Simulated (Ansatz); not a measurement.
`[NH2][Cd][SH]` + H–F → `[NH2][Cd][F]` + H₂S at 400 K and 1 bar (ligand exchange at a Cd–S bond).

Calculated with Ansatz (gas phase, PBE0-D4/def2-TZVP geometries, no zero-point term in ΔE). CCSD(T)/CBS adds triple-zeta CCSD(T) − MP2 to the extrapolated MP2 energy (def2 sets, frozen cores). This one scheme is used for every species. def2 core potentials past Kr. For Cd outer-core shells are correlated without core-valence functions, which leaves a few kJ/mol of doubt a bond. Each species was taken in one conformer, which may not be the lowest.

| species | CCSD(T)/CBS energy (Eh) | H − E (kJ/mol) | S (J/(mol·K)) |
| --- | --- | --- | --- |
| `[NH2][Cd][SH]` | -622.02217 | 114.4 | 346.0 |
| H–F | -100.39570 | 36.5 | 182.2 |
| `[NH2][Cd][F]` | -323.42384 | 91.3 | 312.8 |
| H₂S | -398.97279 | 53.4 | 215.9 |

H − E and S are ideal-gas, rigid-rotor, harmonic terms from PBE0-D4/def2-TZVP, for one conformer and one mirror image of each species. 1 Eh = 2625.50 kJ/mol, R = 8.31446 J/(mol·K).

Question: By hand: ΔE, ΔH, ΔS and ΔG.

Answer: ΔE = (-323.42384) + (-398.97279) − (-622.02217) − (-100.39570) = 0.02124 Eh = 55.8 kJ/mol. Δ(H − E) = 91.3 + 53.4 − 114.4 − 36.5 = -6.2, so ΔH = 49.6 kJ/mol. ΔS = 312.8 + 215.9 − 346.0 − 182.2 = 0.5 J/(mol·K). ΔG = 49.6 − 400 × (0.5)/1000 = 49.4 kJ/mol.

Question: By hand: the equilibrium constant, and the temperature at which ΔG would vanish if ΔH and ΔS stayed fixed.

Answer: log₁₀ K = −ΔG/(RT ln 10) = -6.5. ΔG = 0 at ΔH/ΔS = 99200 K, far beyond where these terms or the molecules hold.

The number of gas molecules stays the same, so ΔS is small and ΔH decides. A doubt of 5 kJ/mol in ΔE shifts log₁₀ K by 0.7 here. Other conformers and mirror images would add mixing entropy, several J/(mol·K) or more a flexible species. These are equilibria of isolated gas molecules and say nothing of rates. Largest T1 diagnostic: 0.016 (customary marks: 0.02 for closed shells, 0.045 for open ones).
